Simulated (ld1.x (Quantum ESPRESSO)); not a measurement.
Plane-wave convergence, ultrasoft potential for Ne (Z = 10)

```json
{
 "Element": "neon",
 "Generator": "ld1.x (Quantum ESPRESSO) 7.5",
 "Type": "ultrasoft",
 "Functional": "PBE",
 "Relativity": "scalar-relativistic",
 "Frozen core": "[He]",
 "Valence charge": "8",
 "Reference configuration": "2s2 2p6",
 "Partial waves": "2s (bound): rcut 0.45, rcutus 0.50 bohr; 2s channel at -0.35 Ry: rcut 0.45, rcutus 0.50 bohr; 2p (bound): rcut 1.25, rcutus 1.75 bohr; 2p channel at -0.1 Ry: rcut 1.25, rcutus 1.75 bohr",
 "Local potential": "all-electron potential smoothed inside 1.50 bohr (lloc = -1)",
 "Core correction": "none",
 "Augmentation charge": "PSQ, radius 0.35 bohr"
}
```

The pseudo-atom Hamiltonian at the reference potential is diagonalised in spherical Bessel functions j_l(qr) that vanish at 20 bohr, with q² up to the cutoff. All-electron valence levels (Ry): 2s -2.6757, 2p -0.9800.

Q: How do the lowest levels (Ry) of each channel move with the cutoff, and are there ghosts?

A:

```csv
cutoff (Ry),s #1,p #1,d #1,d #2,f #1,Σ f·Δε (mRy)
8,-2.2822,-0.7509,0.0815,0.1961,0.1216,2162.0
15,-2.5366,-0.9556,0.0815,0.1961,0.1216,425.2
25,-2.5717,-0.9794,0.0815,0.1961,0.1216,212.3
35,-2.5738,-0.9798,0.0815,0.1961,0.1216,205.6
50,-2.5885,-0.9800,0.0815,0.1961,0.1216,174.8
70,-2.6099,-0.9800,0.0815,0.1961,0.1216,131.9
100,-2.6412,-0.9800,0.0815,0.1961,0.1216,69.1
140,-2.6692,-0.9800,0.0815,0.1961,0.1216,13.1
180,-2.6748,-0.9800,0.0815,0.1961,0.1216,1.9
260,-2.6752,-0.9800,0.0815,0.1961,0.1216,1.0
400,-2.6758,-0.9800,0.0815,0.1961,0.1216,0.0
```

Result: no extra level below or beside the all-electron valence levels (s, p, d, f tested); 10 mRy is reached at 160 Ry and 1 mRy at 300 Ry.

Test run stopped at test 6 of 6 (negative rho), 1 before it not solved.
